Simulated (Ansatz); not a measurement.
`[CH3][In-]([OH2+])([Cl])[Cl]`. The species carries charge 0 and has multiplicity 1. In: def2 effective core potential. The geometry is a stationary point of PBE0-D4/def2-TZVP. It is one conformer, not always the lowest.

```xyz
10

C     1.716    0.578    0.540
In    0.042   -0.661    0.115
O    -1.738    0.596   -0.738
Cl   -0.148   -1.988   -1.827
Cl   -1.470   -1.410    1.767
H     2.228    0.202    1.425
H     1.364    1.592    0.731
H     2.396    0.577   -0.310
H    -1.933    0.144   -1.570
H    -2.458    0.369   -0.133
```

What is the dipole moment at PBE/def2-TZVPP? (Estimate.)

Ansatz gave: 3.14 D, with components (-0.10, 3.09, -0.53) D in this frame, pointing from negative to positive charge.

And with r2SCAN, B3LYP, ωB97M-V? (Best estimate.)

The calculation gave: r2SCAN 3.24 D, B3LYP 3.17 D, ωB97M-V 3.15 D.

Give the Mulliken charges with PBE, B3LYP, r2SCAN in def2-TZVPP. (An estimate is asked.)

Computed: 
```tsv
atom	PBE	B3LYP	r2SCAN
C1	-0.55	-0.56	-0.45
In2	0.81	0.90	0.87
O3	-0.30	-0.33	-0.35
Cl4	-0.41	-0.43	-0.44
Cl5	-0.41	-0.43	-0.44
H6	0.13	0.13	0.10
H7	0.13	0.12	0.10
H8	0.14	0.13	0.11
H9	0.23	0.23	0.25
H10	0.23	0.23	0.25
```

B3LYP here is the variant with VWN-RPA as its local correlation; programs differ in this.
